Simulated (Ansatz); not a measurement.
The cluster Mn₃⁻. Charge -1, multiplicity 13. Geometry PBE0-D4/def2-TZVPD.

Cartesian coordinates in Å:
```
Mn 1.318 -0.241 0.683
Mn -1.183 0.090 0.891
Mn -0.135 0.150 -1.574
```

At PBE-D4/def2-SVPD, revPBE-D4/def2-TZVPD, PBE0-D4/def2-TZVPD, CAM-B3LYP-D4/def2-TZVPD and others the charge -1 multiplicity 13 is spin-contaminated (final ⟨S²⟩ up to 43.83, 42.00 for a pure state). At PBE-D4/def2-SVPD, revPBE-D4/def2-TZVPD, PBE0-D4/def2-TZVPD the highest occupied level of the charge -1 multiplicity 13 lies above zero (up to 0.94 eV). It is a level of β spin, whose loss leaves a multiplicity 14; that state wasn't run at this geometry and level. The electron is either unbound and held by the finite basis, or the level is raised by self-interaction error. The geometry of the multiplicity 13 was relaxed on an unsound state (⟨S²⟩ 43.77, where a pure state has 42.00). The structure comes from a short search, and lower isomers may exist.

**Question.** Estimate the α-spin orbital energies around the gap (eV) in Ansatz with PBE-D4/def2-SVPD, revPBE-D4/def2-TZVPD, PBE0-D4/def2-TZVPD, CAM-B3LYP-D4/def2-TZVPD, ωB97M-V/def2-TZVPD.

**Answer.** 
```json
{"orbital": "HOMO−5", "PBE-D4/def2-SVPD": "-1.29", "revPBE-D4/def2-TZVPD": "-1.10", "PBE0-D4/def2-TZVPD": "-4.31", "CAM-B3LYP-D4/def2-TZVPD": "-5.54", "ωB97M-V/def2-TZVPD": "-6.92"}
{"orbital": "HOMO−4", "PBE-D4/def2-SVPD": "-1.17", "revPBE-D4/def2-TZVPD": "-0.95", "PBE0-D4/def2-TZVPD": "-4.27", "CAM-B3LYP-D4/def2-TZVPD": "-5.54", "ωB97M-V/def2-TZVPD": "-6.92"}
{"orbital": "HOMO−3", "PBE-D4/def2-SVPD": "-1.09", "revPBE-D4/def2-TZVPD": "-0.86", "PBE0-D4/def2-TZVPD": "-4.08", "CAM-B3LYP-D4/def2-TZVPD": "-5.35", "ωB97M-V/def2-TZVPD": "-6.72"}
{"orbital": "HOMO−2", "PBE-D4/def2-SVPD": "-0.96", "revPBE-D4/def2-TZVPD": "-0.68", "PBE0-D4/def2-TZVPD": "-3.97", "CAM-B3LYP-D4/def2-TZVPD": "-5.21", "ωB97M-V/def2-TZVPD": "-6.55"}
{"orbital": "HOMO−1", "PBE-D4/def2-SVPD": "-0.87", "revPBE-D4/def2-TZVPD": "-0.60", "PBE0-D4/def2-TZVPD": "-2.95", "CAM-B3LYP-D4/def2-TZVPD": "-3.97", "ωB97M-V/def2-TZVPD": "-5.08"}
{"orbital": "HOMO", "PBE-D4/def2-SVPD": "0.14", "revPBE-D4/def2-TZVPD": "0.25", "PBE0-D4/def2-TZVPD": "-0.58", "CAM-B3LYP-D4/def2-TZVPD": "-1.25", "ωB97M-V/def2-TZVPD": "-1.96"}
{"orbital": "LUMO", "PBE-D4/def2-SVPD": "0.35", "revPBE-D4/def2-TZVPD": "0.53", "PBE0-D4/def2-TZVPD": "0.76", "CAM-B3LYP-D4/def2-TZVPD": "1.60", "ωB97M-V/def2-TZVPD": "2.15"}
{"orbital": "LUMO+1", "PBE-D4/def2-SVPD": "1.72", "revPBE-D4/def2-TZVPD": "1.74", "PBE0-D4/def2-TZVPD": "2.12", "CAM-B3LYP-D4/def2-TZVPD": "2.85", "ωB97M-V/def2-TZVPD": "3.21"}
{"orbital": "LUMO+2", "PBE-D4/def2-SVPD": "2.07", "revPBE-D4/def2-TZVPD": "2.16", "PBE0-D4/def2-TZVPD": "2.39", "CAM-B3LYP-D4/def2-TZVPD": "3.08", "ωB97M-V/def2-TZVPD": "3.42"}
{"orbital": "LUMO+3", "PBE-D4/def2-SVPD": "2.55", "revPBE-D4/def2-TZVPD": "2.66", "PBE0-D4/def2-TZVPD": "2.94", "CAM-B3LYP-D4/def2-TZVPD": "3.59", "ωB97M-V/def2-TZVPD": "3.87"}
{"orbital": "LUMO+4", "PBE-D4/def2-SVPD": "2.58", "revPBE-D4/def2-TZVPD": "2.70", "PBE0-D4/def2-TZVPD": "2.98", "CAM-B3LYP-D4/def2-TZVPD": "3.65", "ωB97M-V/def2-TZVPD": "3.95"}
{"orbital": "LUMO+5", "PBE-D4/def2-SVPD": "3.32", "revPBE-D4/def2-TZVPD": "3.20", "PBE0-D4/def2-TZVPD": "3.56", "CAM-B3LYP-D4/def2-TZVPD": "4.14", "ωB97M-V/def2-TZVPD": "4.31"}
{"orbital": "β HOMO", "PBE-D4/def2-SVPD": "0.94", "revPBE-D4/def2-TZVPD": "0.89", "PBE0-D4/def2-TZVPD": "0.08", "CAM-B3LYP-D4/def2-TZVPD": "-0.80", "ωB97M-V/def2-TZVPD": "-1.38"}
{"orbital": "β LUMO", "PBE-D4/def2-SVPD": "1.55", "revPBE-D4/def2-TZVPD": "1.69", "PBE0-D4/def2-TZVPD": "2.38", "CAM-B3LYP-D4/def2-TZVPD": "3.21", "ωB97M-V/def2-TZVPD": "3.68"}
```
